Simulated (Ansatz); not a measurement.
A short molecular-dynamics run on KPt3 (the lowest doublet isomer of a short search).

```yaml
crystal:
  periodic: [false, false, false]
  atoms:
    - {symbol: K, position_ang: [1.531731, -1.447578, -0.088163]}
    - {symbol: Pt, position_ang: [0.338953, 1.330867, 0.864380]}
    - {symbol: Pt, position_ang: [-1.400881, -0.497560, 0.650330]}
    - {symbol: Pt, position_ang: [-0.469813, 0.614261, -1.426546]}
basis:
  gaussian: {orbitals: def2-SVP}
magnetization: {spin_polarized: true, initial_magnetization: 1}
hamiltonian: {xc: {name: BLYP}, dispersion: d3bj}
md: {timestep: 0.5 fs, n_steps: 15, ensemble: nvt_langevin, temperature: 1000, initial_velocities: maxwell_boltzmann, friction: 0.01, seed: 785}
scf: {omitted_lower_state_checks: [starts]}
```

```sh
$ ansatz run in.yaml --threads 4 --pin off --events-out ev --progress --plain --max-ram 3916MiB
```

| step | time (fs) | potential energy (eV) | kinetic (eV) | T (K) |
| --- | --- | --- | --- | --- |
| 0 | 0.0 | -26066.1452 | 0.3878 | 750 |
| 1 | 0.5 | -26066.1462 | 0.3663 | 708 |
| 2 | 1.0 | -26066.1472 | 0.3939 | 762 |
| 3 | 1.5 | -26066.1484 | 0.4012 | 776 |
| 4 | 2.0 | -26066.1498 | 0.4035 | 780 |
| 5 | 2.5 | -26066.1510 | 0.3858 | 746 |
| 6 | 3.0 | -26066.1521 | 0.3935 | 761 |
| 7 | 3.5 | -26066.1530 | 0.3975 | 769 |
| 8 | 4.0 | -26066.1539 | 0.3987 | 771 |
| 9 | 4.5 | -26066.1549 | 0.4043 | 782 |
| 10 | 5.0 | -26066.1557 | 0.4000 | 774 |
| 11 | 5.5 | -26066.1565 | 0.4053 | 784 |
| 12 | 6.0 | -26066.1573 | 0.3981 | 770 |
| 13 | 6.5 | -26066.1582 | 0.4228 | 818 |
| 14 | 7.0 | -26066.1591 | 0.4668 | 903 |
| 15 | 7.5 | -26066.1598 | 0.4437 | 858 |

Velocities are drawn at the set temperature; a run this short doesn't reach equilibrium. Under Langevin dynamics the printed temperature counts 3N degrees of freedom, so it starts below the set value.

In the def2 sets Pt takes a core potential; there is no spin–orbit coupling.

Frames (Å, forces in eV/Å):

```xyz
4
time=0.0 fs
K     1.532   -1.448   -0.088    0.156   -0.148   -0.009
Pt    0.339    1.331    0.864    0.600    0.701    0.644
Pt   -1.401   -0.498    0.650   -0.736   -0.703    0.479
Pt   -0.470    0.614   -1.427   -0.021    0.150   -1.115
4
time=0.5 fs
K     1.529   -1.449   -0.086    0.161   -0.150   -0.010
Pt    0.339    1.331    0.864    0.598    0.700    0.630
Pt   -1.401   -0.497    0.651   -0.739   -0.700    0.472
Pt   -0.469    0.613   -1.428   -0.020    0.150   -1.092
4
time=1.0 fs
K     1.526   -1.450   -0.083    0.165   -0.152   -0.010
Pt    0.339    1.332    0.864    0.595    0.698    0.614
Pt   -1.401   -0.495    0.652   -0.742   -0.696    0.465
Pt   -0.469    0.612   -1.429   -0.018    0.150   -1.068
4
time=1.5 fs
K     1.523   -1.452   -0.081    0.168   -0.153   -0.011
Pt    0.339    1.332    0.865    0.591    0.695    0.597
Pt   -1.400   -0.494    0.653   -0.743   -0.691    0.457
Pt   -0.469    0.610   -1.431   -0.016    0.149   -1.043
4
time=2.0 fs
K     1.520   -1.454   -0.078    0.171   -0.154   -0.011
Pt    0.339    1.333    0.865    0.586    0.691    0.578
Pt   -1.400   -0.493    0.655   -0.743   -0.685    0.448
Pt   -0.469    0.609   -1.432   -0.014    0.148   -1.015
4
time=2.5 fs
K     1.518   -1.455   -0.076    0.173   -0.154   -0.012
Pt    0.339    1.334    0.865    0.583    0.688    0.561
Pt   -1.400   -0.492    0.656   -0.743   -0.681    0.439
Pt   -0.468    0.608   -1.433   -0.012    0.147   -0.988
4
time=3.0 fs
K     1.516   -1.457   -0.074    0.175   -0.154   -0.012
Pt    0.339    1.334    0.866    0.581    0.685    0.545
Pt   -1.400   -0.491    0.657   -0.745   -0.678    0.431
Pt   -0.468    0.606   -1.435   -0.010    0.146   -0.964
4
time=3.5 fs
K     1.513   -1.459   -0.071    0.176   -0.154   -0.012
Pt    0.338    1.335    0.866    0.579    0.684    0.529
Pt   -1.400   -0.490    0.658   -0.748   -0.676    0.423
Pt   -0.468    0.605   -1.436   -0.008    0.146   -0.940
4
time=4.0 fs
K     1.511   -1.461   -0.069    0.179   -0.154   -0.013
Pt    0.338    1.335    0.866    0.576    0.681    0.512
Pt   -1.400   -0.489    0.659   -0.750   -0.673    0.415
Pt   -0.467    0.604   -1.437   -0.005    0.146   -0.915
4
time=4.5 fs
K     1.508   -1.463   -0.066    0.182   -0.154   -0.013
Pt    0.338    1.336    0.867    0.573    0.677    0.495
Pt   -1.400   -0.488    0.661   -0.751   -0.669    0.408
Pt   -0.467    0.602   -1.438   -0.003    0.146   -0.890
4
time=5.0 fs
K     1.505   -1.464   -0.064    0.185   -0.156   -0.013
Pt    0.338    1.337    0.867    0.569    0.674    0.478
Pt   -1.400   -0.487    0.662   -0.753   -0.664    0.401
Pt   -0.467    0.601   -1.440   -0.001    0.146   -0.865
4
time=5.5 fs
K     1.502   -1.466   -0.062    0.189   -0.157   -0.014
Pt    0.339    1.337    0.868    0.565    0.670    0.462
Pt   -1.399   -0.486    0.663   -0.755   -0.660    0.393
Pt   -0.466    0.599   -1.441    0.001    0.146   -0.841
4
time=6.0 fs
K     1.499   -1.469   -0.060    0.192   -0.157   -0.014
Pt    0.339    1.338    0.868    0.561    0.666    0.446
Pt   -1.399   -0.485    0.664   -0.756   -0.655    0.386
Pt   -0.466    0.598   -1.442    0.003    0.147   -0.818
4
time=6.5 fs
K     1.497   -1.471   -0.058    0.194   -0.158   -0.014
Pt    0.339    1.338    0.868    0.557    0.660    0.429
Pt   -1.399   -0.484    0.665   -0.756   -0.649    0.379
Pt   -0.465    0.596   -1.443    0.005    0.147   -0.794
4
time=7.0 fs
K     1.494   -1.473   -0.055    0.197   -0.158   -0.015
Pt    0.339    1.339    0.869    0.552    0.655    0.412
Pt   -1.399   -0.483    0.666   -0.756   -0.644    0.371
Pt   -0.465    0.595   -1.444    0.007    0.147   -0.769
4
time=7.5 fs
K     1.491   -1.476   -0.053    0.200   -0.158   -0.015
Pt    0.339    1.339    0.869    0.549    0.650    0.395
Pt   -1.399   -0.482    0.667   -0.757   -0.639    0.363
Pt   -0.464    0.593   -1.446    0.009    0.147   -0.744
```

It took 96 s on 4 threads of Arm Neoverse V2 on a shared host.
